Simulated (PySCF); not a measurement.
Sb: ionisation energy

Sb [Kr] 4d10 5s2 5p3 (4S) → Sb⁺ [Kr] 4d10 5s2 5p2 (3P), as a difference of total energies. Calculation: PySCF 2.14, in aug-cc-pwCVDZ-PP with ECP28MDF (6s5p4d1f, 48 functions); scalar relativity through the core potential. Correlated levels: valence: 4s2 4p6 4d10 frozen. The calculations carry no spin-orbit coupling.

```json
{"method": "UHF", "ionisation energy (eV)": "8.593", "error (eV)": "-0.531"}
{"method": "MP2 (valence)", "ionisation energy (eV)": "8.915", "error (eV)": "-0.209"}
{"method": "SCS-MP2 (valence)", "ionisation energy (eV)": "8.803", "error (eV)": "-0.321"}
{"method": "CCSD (valence)", "ionisation energy (eV)": "8.882", "error (eV)": "-0.242"}
{"method": "CCSD(T) (valence)", "ionisation energy (eV)": "8.893", "error (eV)": "-0.231"}
```

Reference: 9.124 eV (measured; NIST levels, between the centres of gravity of the two terms).

Errors of the correlated levels include the incompleteness of this basis and the frozen core.
